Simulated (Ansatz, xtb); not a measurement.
## Two structures of GeH4Sn

Structure a is a singlet given by its coordinates and structure b is a singlet given by its coordinates. Both are isolated molecules in the gas phase, relaxed with B3LYP-D3(BJ)/def2-SVP.

a (Å):

```xyz
6

Ge    0.9321   -0.7969   -0.9807
Sn   -0.2912    1.5892    0.4064
H     2.3291   -0.3653   -0.3441
H     0.5249    0.8641   -1.2958
H     1.3071    2.0045    1.0797
H     0.0989   -0.3933    0.4912
```

Close contacts (Å): Ge1–Sn2 3.02, Ge1–H3 1.59, Ge1–H4 1.74, Ge1–H6 1.74, Sn2–H4 2.02, Sn2–H5 1.78, Sn2–H6 2.02.

b (Å):

```xyz
6

Ge   -0.4345    0.4657   -1.4617
Sn    0.9863   -0.1212    1.0986
H     0.0318   -0.9002   -0.5158
H     1.0737    0.6000   -1.9848
H     0.0145    1.2781   -0.0069
H    -0.5869   -0.3284    1.9317
```

Close contacts (Å): Ge1–Sn2 2.99, Ge1–H3 1.73, Ge1–H4 1.60, Ge1–H5 1.73, Sn2–H3 2.03, Sn2–H5 2.03, Sn2–H6 1.79.

Energies in hartree; the thermal terms are from B3LYP-D3(BJ)/def2-SVP harmonic frequencies (ideal gas, rigid rotor, one conformer each, 298.15 K, 1 atm) and include the zero-point energy:

```
                                 a            b
E, CCSD(T)/def2-TZVPP  −2291.609713  −2291.613111
    zero-point energy      0.026399      0.026618
         H(298 K) − E      0.031815      0.032039
         G(298 K) − E     −0.002770     −0.002593
```

Task: Work out ΔE, ΔE₀, ΔH and ΔG for a → b in kJ/mol (1 Eh = 2625.50 kJ/mol) and the equilibrium ratio [b]/[a].

Result: 1. ΔE = −2291.613111 − (−2291.609713) = −0.003398 Eh = −8.92 kJ/mol.
2. ΔE₀ = ΔE + ΔZPE = −0.003398 + (+0.000219) Eh = −8.35 kJ/mol.
3. ΔH = ΔE + (+0.000224) Eh = −8.33 kJ/mol.
4. ΔG = ΔE + (+0.000177) Eh = −8.46 kJ/mol, so ΔS = (ΔH − ΔG)/T = +0.4 J/(mol K).
5. kT = 0.9442 mEh, so K = [b]/[a] = exp(−ΔG/kT) = exp(+3.41) ≈ 30.

Structure b is favoured at this temperature. An error of 4 kJ/mol in ΔG would change K by a factor of 5. Mirror images and further conformers aren't counted.

Other levels gave ΔE = −8.2 (B3LYP-D3(BJ)/def2-SVP); −7.3 (HF/def2-TZVPP); −10.2 (MP2/def2-TZVPP) kJ/mol. The correlated steps freeze 13 core orbitals; the filled d shell of Ge and Sn is correlated, in a basis made for valence electrons. Atoms past krypton carry core potentials in the def2 sets, without spin–orbit terms. Programs: Ansatz 0.2.0.
